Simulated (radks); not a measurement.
The numbers below are computed, except where a source is named.
How relativity changes the ionisation of neutral fluorine ([He] 2s2 2p5) to F+ ([He] 2s2 2p4). Spin-unpolarised spherical Kohn-Sham, PBEsol, point nucleus unless stated (finite: rms radius 2.8976 fm), a radial shooting solver on a logarithmic mesh with Libxc functionals. A level marked "c x" has the speed of light scaled by that factor and shares open shells by 2j + 1; other Dirac levels either fill j = l - 1/2 first or share by 2j + 1.

\begin{tabular}{lrrrrr}
level & E(F) (hartree) & E(F+) (hartree) & IE (eV) & HOMO & <r> HOMO (bohr) \\ \hline
non-rel. & -99.35496 & -98.64466 & 19.328 & 2p & 1.105 \\
scalar-rel. & -99.44796 & -98.73808 & 19.317 & 2p & 1.105 \\
scalar-rel., finite nucleus & -99.44794 & -98.73806 & 19.317 & 2p & 1.105 \\
Dirac, 2j+1 shares & -99.44798 & -98.73810 & 19.317 & 2p3/2 & 1.106 \\
Dirac, low j first & -99.44875 & -98.73992 & 19.288 & 2p3/2 & 1.106 \\
Dirac, 2j+1 shares, finite nucleus & -99.44795 & -98.73807 & 19.317 & 2p3/2 & 1.106 \\
Dirac, c x 0.85 & -99.48381 & -98.77409 & 19.312 & 2p3/2 & 1.106 \\
Dirac, c x 1.25 & -99.41444 & -98.70441 & 19.321 & 2p3/2 & 1.105 \\
Dirac, c x 10 & -99.35588 & -98.64559 & 19.328 & 2p3/2 & 1.105 \\
\end{tabular}

NIST Atomic Spectra Database: 17.423 eV (measured). The relativistic part of the total energy of F is -0.09299 hartree (Dirac, 2j+1 shares, finite nucleus), 0.094 % of the non-relativistic value. Spin polarisation and multiplet splitting of open shells are left out at every level.

Beside tabulated values, note that spin-unpolarised runs miss the spin-polarisation part of the exchange energy of open shells.
